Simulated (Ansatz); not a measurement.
A single point on C2H8NSc, SMILES `[CH3][Sc]([CH3])[NH2]`.

```yaml
crystal:
  periodic: [false, false, false]
  atoms:
    - {symbol: C, position_ang: [-0.668868, 1.790698, -0.823769]}
    - {symbol: Sc, position_ang: [-0.115154, -0.207130, -0.095528]}
    - {symbol: C, position_ang: [1.423286, -0.384039, 1.462967]}
    - {symbol: N, position_ang: [-0.977713, -1.823983, -0.837863]}
    - {symbol: H, position_ang: [0.166208, 2.499755, -0.743756]}
    - {symbol: H, position_ang: [-1.492479, 2.218829, -0.234224]}
    - {symbol: H, position_ang: [-1.001878, 1.800068, -1.869776]}
    - {symbol: H, position_ang: [1.043255, -0.876531, 2.368975]}
    - {symbol: H, position_ang: [2.285675, -0.980113, 1.133452]}
    - {symbol: H, position_ang: [1.813202, 0.594447, 1.772905]}
    - {symbol: H, position_ang: [-1.686669, -1.848566, -1.561587]}
    - {symbol: H, position_ang: [-0.788856, -2.783434, -0.571810]}
basis:
  gaussian: {orbitals: def2-TZVPP}
hamiltonian: {xc: pbe}
correlation: {method: rpa}
```

```sh
$ ansatz run in.yaml --threads 4 --pin off --events-out ev --progress --plain --max-ram 10444MiB
```

It prints (some lines left out):

```
Functional definition: PBE
1591 factors; integrals over basis functions are off by at most 1.1e-3 eV
mean field evaluation 1: about -24354.5645 eV, gradient 1.2e2 eV
mean field evaluation 2: about -24354.5630 eV, gradient 1.2e2 eV
mean field evaluation 4: about -24356.3005 eV, gradient 1.1e2 eV
mean field evaluation 8: about -24385.5608 eV, gradient 7.2e-1 eV
mean field evaluation 16: about -24385.5618 eV, gradient 1.2e-3 eV
mean field -24385.56180122 eV, -896.1528670674 hartree, gradient 4.4e-6 eV, S^2 0.000000; 1 other end points of the search recorded, 0 dependent functions left out
8 core orbitals not correlated: weight in the atoms' cores, before any rotation towards them, 1.000 or more for the frozen orbitals, at most 0.000 for the correlated occupied ones
reference -24343.69942592 eV, -894.6144531504 hartree; 16, 16 occupied and 245, 245 virtual orbitals, 1591 factors
Total energy: -24383.67982602 eV, -896.0837057543 hartree
```

It took 8 s on 4 threads of an Arm Neoverse V1 on a shared host, with 0.74 GiB of host memory at the peak.
